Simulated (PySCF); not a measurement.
## Spin–spin coupling constants

Molfile (atoms numbered from 1):
```
C4H12BO
     RDKit          3D

 18 17  0  0  0  0  0  0  0  0999 V2000
    0.0802    0.8387   -1.1271 C   0  0  0  0  0  0  0  0  0  0  0  0
   -0.4036   -0.1869   -0.1054 C   0  0  0  0  0  0  0  0  0  0  0  0
   -1.1836    0.5348    0.9893 C   0  0  0  0  0  0  0  0  0  0  0  0
   -1.2980   -1.2045   -0.7998 C   0  0  0  0  0  0  0  0  0  0  0  0
    0.9034   -0.9605    0.5876 B   0  0  0  0  0  0  0  0  0  0  0  0
    1.7819   -0.0155    1.3225 O   0  0  0  0  0  0  0  0  0  0  0  0
   -0.7474    1.4131   -1.5967 H   0  0  0  0  0  0  0  0  0  0  0  0
    0.6497    0.3465   -1.9354 H   0  0  0  0  0  0  0  0  0  0  0  0
    0.7542    1.5743   -0.6513 H   0  0  0  0  0  0  0  0  0  0  0  0
   -1.6166   -0.1910    1.6991 H   0  0  0  0  0  0  0  0  0  0  0  0
   -0.4984    1.1787    1.5659 H   0  0  0  0  0  0  0  0  0  0  0  0
   -2.0132    1.1629    0.5970 H   0  0  0  0  0  0  0  0  0  0  0  0
   -2.1920   -0.7465   -1.2763 H   0  0  0  0  0  0  0  0  0  0  0  0
   -0.7385   -1.7432   -1.5849 H   0  0  0  0  0  0  0  0  0  0  0  0
   -1.6521   -1.9625   -0.0799 H   0  0  0  0  0  0  0  0  0  0  0  0
    0.4598   -1.7994    1.4081 H   0  0  0  0  0  0  0  0  0  0  0  0
    1.5163   -1.5671   -0.3455 H   0  0  0  0  0  0  0  0  0  0  0  0
    2.2324    0.5182    0.6642 H   0  0  0  0  0  0  0  0  0  0  0  0
  1  2  1  0
  2  3  1  0
  2  4  1  0
  2  5  1  0
  5  6  1  0
  1  7  1  0
  1  8  1  0
  1  9  1  0
  3 10  1  0
  3 11  1  0
  3 12  1  0
  4 13  1  0
  4 14  1  0
  4 15  1  0
  5 16  1  0
  5 17  1  0
  6 18  1  0
M  CHG  1   5  -1
M  END
```

Couplings: B3LYP/pcJ-1 (spin–dipole term only in couplings to heteroatoms) in PySCF 2.14.0 with density-fitted response routines, geometry PBE0-D3(BJ)/def2-SVP; gas phase, one conformer, non-relativistic. Couplings are averaged over pairs made equivalent by symmetry, fast rotation or ring inversion, so a value needn't be that of the named pair in this geometry, while other rotamers aren't included; one pair stands for each set, and the list holds those of at least 1.5 Hz over up to four bonds, among pairs with at least one C or B or H atom (others weren't computed).

Isotopes: $^{13}$C, $^{1}$H, $^{11}$B, $^{17}$O. Couplings to quadrupolar nuclei such as 17O and 33S are rarely resolved in practice.

| pair | bonds | J (Hz) |
| --- | --- | --- |
| C1, C2 | 1 | 33.9 |
| C1, H7 | 1 | ? |
| C2, B5 | 1 | 42.3 |
| B5, O6 | 1 | 2.5 |
| B5, H16 | 1 | ? |
| O6, H18 | 1 | -66.1 |
| C2, H7 | 2 | -2.4 |
| B5, H18 | 2 | ? |
| O6, H16 | 2 | -9.0 |
| H7, H8 | 2 | -11.9 |
| H16, H17 | 2 | -4.5 |
| C1, H10 | 3 | ? |
| C1, H16 | 3 | ? |
| B5, H7 | 3 | 3.5 |
| H16, H18 | 3 | 7.2 |

**Question.** Estimate the withheld couplings, with signs.

**Answer.** 
- $^{1}J$(C1,H7) = 126.7 Hz (mean over equivalent pairs that range from 120.5 to 133.4 Hz in this conformer)
- $^{1}J$(B5,H16) = 95.5 Hz (mean over equivalent pairs that range from 92.7 to 98.2 Hz in this conformer)
- $^{2}J$(B5,H18) = -3.9 Hz (angle at O6 107°)
- $^{3}J$(C1,H10) = 5.9 Hz (mean over equivalent pairs that range from 1.7 to 12.5 Hz in this conformer)
- $^{3}J$(C1,H16) = 3.9 Hz (mean over equivalent pairs that range from 2.5 to 5.2 Hz in this conformer)
